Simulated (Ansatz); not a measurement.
Consider the formal exchange of groups at a Ge–O bond: `[OH][Ge]([SiH3])([Cl])[Cl]` + CH₄ → `[CH3][Ge]([SiH3])([Cl])[Cl]` + H₂O.

Computed with Ansatz on PBE0-D4/def2-TZVP structures; ΔE is electronic, products minus reactants. CCSD(T)/CBS adds triple-zeta CCSD(T) − MP2 to the extrapolated MP2 energy (def2 sets, frozen cores). This one scheme is used for every species. Functionals use def2-TZVPP. B3LYP here is the variant with VWN-RPA as its local correlation; programs differ in this. For Ge outer-core shells are correlated without core-valence functions, which leaves a few kJ/mol of doubt a bond. Scalar relativity is left out up to krypton. One conformer a species, not always the lowest.

`[OH][Ge]([SiH3])([Cl])[Cl]`:

Cartesian coordinates in Å:
```
O -1.007 1.679 -0.627
Ge 0.135 0.342 -0.706
Si 0.030 -0.959 1.283
Cl -0.309 -0.823 -2.464
Cl 2.102 1.155 -1.042
H -0.999 2.235 -1.412
H 1.016 -2.054 1.130
H -1.346 -1.492 1.412
H 0.378 -0.081 2.425
```

CH₄:

```xyz
5

C     0.000    0.000    0.000
H     0.510   -0.963   -0.005
H    -0.715    0.028    0.821
H    -0.526    0.137   -0.944
H     0.731    0.798    0.128
```

`[CH3][Ge]([SiH3])([Cl])[Cl]`:

Cartesian coordinates in Å:
```
C 1.279 1.363 -0.166
Ge 0.175 -0.162 -0.630
Si -1.392 -1.053 0.931
Cl -0.929 0.370 -2.414
Cl 1.510 -1.771 -1.188
H 0.645 2.219 0.066
H 1.918 1.604 -1.016
H 1.899 1.118 0.697
H -0.660 -1.496 2.145
H -2.076 -2.198 0.286
H -2.369 0.007 1.288
```

H₂O:

```xyz
3

O    -0.010   -0.384   -0.061
H    -0.056    0.312   -0.719
H     0.066    0.072    0.780
```

```csv
species,B3LYP-D4 energy (Eh)
`[OH][Ge]([SiH3])([Cl])[Cl]`,-3364.83669
CH₄,-40.54051
`[CH3][Ge]([SiH3])([Cl])[Cl]`,-3328.89068
H₂O,-76.46698
```

(1) Work out ΔE.

Largest T1 diagnostic among the species: 0.011.

Results:

(1) ΔE = (-3328.89068) + (-76.46698) − (-3364.83669) − (-40.54051) = 0.01954 Eh = +51.3 kJ/mol. CCSD(T)/CBS gives +40.8 kJ/mol.

From r2SCAN to r2SCAN0 (25 % exact exchange), in def2-TZVPP and without D4, ΔE moves by −3.9 kJ/mol. At CCSD(T), def2-SVP lies +19.3 kJ/mol from the extrapolated value and def2-TZVPP +4.3 kJ/mol.
